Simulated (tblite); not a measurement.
Parent: `[H]/[N:6]=[CH:5]\[C:2]([CH3:1])([CH3:3])[SiH3:4]` with C1–C2–C5–N6 -20°, C4H11NSi.

The geometries are computed with GFN2-xTB (gas phase). One conformer each, not checked by frequencies here.

```tsv
coordinate of the parent	value
C1–C2	1.529 Å
C2–C3	1.530 Å
C2–Si4	1.928 Å
C2–C5	1.495 Å
C5=N6	1.256 Å
C1–C2–C3	109.8°
C1–C2–Si4	110.0°
C1–C2–C5	112.0°
C3–C2–Si4	109.9°
C3–C2–C5	109.2°
Si4–C2–C5	105.9°
C2–C5–N6	130.1°
```

Question: How does the shared frame change in `[H]/[N:9]=[CH:8]\[C:5]([SiH2:4][C:3]#[C:2][CH3:1])([CH3:6])[CH3:7]` with C3–Si4–C5–C6 62°, Si4–C5–C8–N9 -99°, C7H13NSi? Atoms pair as C1 = C6, C2 = C5, C3 = C7, Si4 = Si4, C5 = C8, N6 = N9 (parent first).

Answer: 
```csv
parent,relative,value in the relative,change
C1–C2,C6–C5,1.528 Å,-0.001
C2–C3,C5–C7,1.529 Å,-0.001
C2–Si4,C5–Si4,1.934 Å,+0.006
C2–C5,C5–C8,1.492 Å,-0.003
C5=N6,C8=N9,1.257 Å,+0.001
C1–C2–C3,C6–C5–C7,109.7°,-0.1
C1–C2–Si4,C6–C5–Si4,109.9°,-0.1
C1–C2–C5,C6–C5–C8,112.2°,+0.2
C3–C2–Si4,C7–C5–Si4,109.7°,-0.2
C3–C2–C5,C7–C5–C8,109.5°,+0.3
Si4–C2–C5,Si4–C5–C8,105.7°,-0.2
C2–C5–N6,C5–C8–N9,130.2°,+0.1
```

Of the parent's bonds, C2–Si4 changes most (+0.006 Å). Bonds of the relative outside the shared frame: C1–C2 1.445, C2≡C3 1.206, C3–Si4 1.843 Å. Point group C1 → C1.
